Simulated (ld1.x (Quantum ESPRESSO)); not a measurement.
**Ranking ultrasoft potentials for gallium**

All share these settings but for the change named:

| Quantity | Value |
| --- | --- |
| Element | Ga (Z = 31) |
| Generator | ld1.x (Quantum ESPRESSO) 7.5 |
| Type | ultrasoft |
| Functional | LDA (PZ) |
| Relativity | fully relativistic |
| Frozen core | [Ar] |
| Valence charge | 13 |
| Reference configuration | 3d10 4s2 4p1 |
| Partial waves | 4s (bound): rcut 1.75, rcutus 2.35 bohr; 4s channel at 0.2 Ry: rcut 1.75, rcutus 2.35 bohr; 4p (bound): rcut 1.85, rcutus 1.95 bohr; 4p channel at 0.7 Ry: rcut 1.85, rcutus 1.95 bohr; 3d (bound): rcut 0.55, rcutus 0.65 bohr; 3d channel at -0.1 Ry: rcut 0.55, rcutus 0.65 bohr |
| Local potential | all-electron potential smoothed inside 2.10 bohr (lloc = -1) |
| Core correction | none |
| Augmentation charge | built from norm-conserving waves at rcut, not smoothed further |

Open shells are filled in proportion to 2j + 1 (rel_dist='average').

Test errors are all-electron minus pseudo excitation energies from the reference, over 3d10 4s2 4p0; 3d10 4s1 4p0; 3d10 4s0 4p0; 3d10 4s1 4p2; 3d10 4s2 4p1.3; 3d10 4s2 4p0.5; 3d10 4s1 4p1. None of these files shows a bound ghost.

The base gives 2.8 meV.

Of 9 variants that were run, those that failed, showed a ghost or another fault, or gave nearly equal values are left out.

A variant can come out equal or close to the base, since the largest error may sit in a test that the change hardly touches while other tests move.

Task: Rank these variants by their largest absolute test error, smallest first.
A. all radii scaled by about 0.90 (s 2.12, p 1.76, d 0.58 bohr, rcut 1.58/1.66/0.50); local potential all-electron potential smoothed inside 1.90 bohr (lloc = -1)
B. waves 4s (bound): rcut 1.75, rcutus 3.22 bohr; 4s channel at 0.2 Ry: rcut 1.75, rcutus 3.22 bohr
C. local potential all-electron potential smoothed inside 1.45 bohr (lloc = -2)
D. augmentation PSQ, inside the norm-conserving radii

Result: B (2.9 meV), A (4.5 meV), C (5.3 meV), D (7.4 meV).
